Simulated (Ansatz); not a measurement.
One change: `N[Si](N)(N)Br` becomes `N[Si](N)(N)F`.

Ansatz, PBE0-D4/def2-TZVP geometries, multiplicity 1. Each molecule was computed in one conformer, which needn't be the lowest.

Scalar relativity is left out up to krypton. Spin–orbit coupling is left out; it splits and shifts lone-pair levels of the heavy atoms by tenths of an eV.

```
                             property  `N[Si](N)(N)Br`
  HOMO energy (B3LYP/def2-TZVPP) / eV            -6.92
HOMO–LUMO gap (B3LYP/def2-TZVPP) / eV             7.26
 HOMO–LUMO gap (PBE0/def2-TZVPP) / eV             7.87
LUMO energy (ωB97M-V/def2-TZVPP) / eV             2.08
  LUMO energy (B3LYP/def2-TZVPP) / eV             0.34
   HOMO energy (PBE0/def2-TZVPP) / eV            -7.18
```

Question: What does the change do to each property? (Best estimate.)

Answer: The calculation gave: 
```json
{"property": "HOMO energy (B3LYP/def2-TZVPP) / eV", "`N[Si](N)(N)F`": "-7.22", "shift": "-0.30"}
{"property": "HOMO–LUMO gap (B3LYP/def2-TZVPP) / eV", "`N[Si](N)(N)F`": "7.71", "shift": "0.45"}
{"property": "HOMO–LUMO gap (PBE0/def2-TZVPP) / eV", "`N[Si](N)(N)F`": "8.34", "shift": "0.47"}
{"property": "LUMO energy (ωB97M-V/def2-TZVPP) / eV", "`N[Si](N)(N)F`": "2.23", "shift": "0.15"}
{"property": "LUMO energy (B3LYP/def2-TZVPP) / eV", "`N[Si](N)(N)F`": "0.49", "shift": "0.15"}
{"property": "HOMO energy (PBE0/def2-TZVPP) / eV", "`N[Si](N)(N)F`": "-7.48", "shift": "-0.30"}
```

With PBE0 the HOMO falls by 0.30 eV and the LUMO rises by 0.17 eV, so the gap widens by about 0.47 eV. PBE moves the HOMO by -0.26 eV and ωB97M-V by -0.37 eV.

Positive LUMOs are unbound, so they and the gaps depend on the basis.

B3LYP here is the variant with VWN-RPA as its local correlation; programs differ in this.
